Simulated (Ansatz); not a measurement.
**Energy profile**

The step: CH₅Ga ([CH3][GaH2]) + AsH₃ → GaAsH₄ ([GaH2][AsH2]) + CH₄; bonds formed: Ga1–As6, C2–H5; bonds broken: Ga1–C2, H5–As6 (atoms numbered as in the saddle structure below).

Ga1  (-0.990, 0.134, 0.327)
C2  (0.512, 1.313, -0.684)
H3  (-2.057, -0.305, -0.713)
H4  (-1.109, 0.638, 1.792)
H5  (0.634, -0.123, -0.185)
As6  (0.890, -1.892, 0.384)
H7  (1.394, 1.624, -0.122)
H8  (0.791, 1.032, -1.700)
H9  (-0.154, 2.180, -0.754)
H10  (-0.303, -2.659, -0.162)
H11  (0.392, -1.941, 1.817)
(Å)

Electronic energies by CCSD(T) at an estimated basis limit (MP2 extrapolated from triple and quadruple zeta, plus CCSD(T) − MP2 in triple zeta), on PBE0-D4/def2-TZVP structures; CH8AsGa, singlet; no counterpoise correction. Computed with Ansatz 0.2.0 (basis: def2-TZVPP and def2-QZVPP); correlated methods freeze the cores. Filled d shells of the heavier atoms are correlated. The def2 sets are not built for correlating such inner shells, so the correlated values are less sure here. Extrapolation: Hartree–Fock as exp(−7.88 √X), correlation as X^−2.97.

(1) Give the profile in kcal/mol, counted from the separated reactants. (To be estimated.)

No T1 diagnostic of these runs exceeds 0.013. The start structure is not quite a true minimum (one mode of 52i cm⁻¹). The end structure is not quite a true minimum (one mode of 51i cm⁻¹).

Answers

(1) Computed:
| point | kcal/mol |
| --- | --- |
| separated: CH5Ga (linked as [CH3][GaH2]; Ga1, C2, H3, H4, H7, H8, H9; singlet) + AsH3 (H5, As6, H10, H11; singlet) | 0.00 |
| start structure | -3.74 |
| saddle | 22.99 |
| end structure | -21.37 |
| separated: GaAsH4 (linked as [GaH2][AsH2]; Ga1, H3, H4, As6, H10, H11; singlet) + CH4 (C2, H5, H7, H8, H9; singlet) | -18.98 |

For scale, one of the runs: CCSD(T)/def2-TZVPP, 239 basis functions, launched by `ansatz run in.yaml --threads 8 --pin off --events-out ev --progress --plain --max-ram 19148MiB`. Time: 2.3 min of wall clock on 8 CPU threads of an Intel Xeon; the host was shared. Peak host memory: 4.5 GiB.
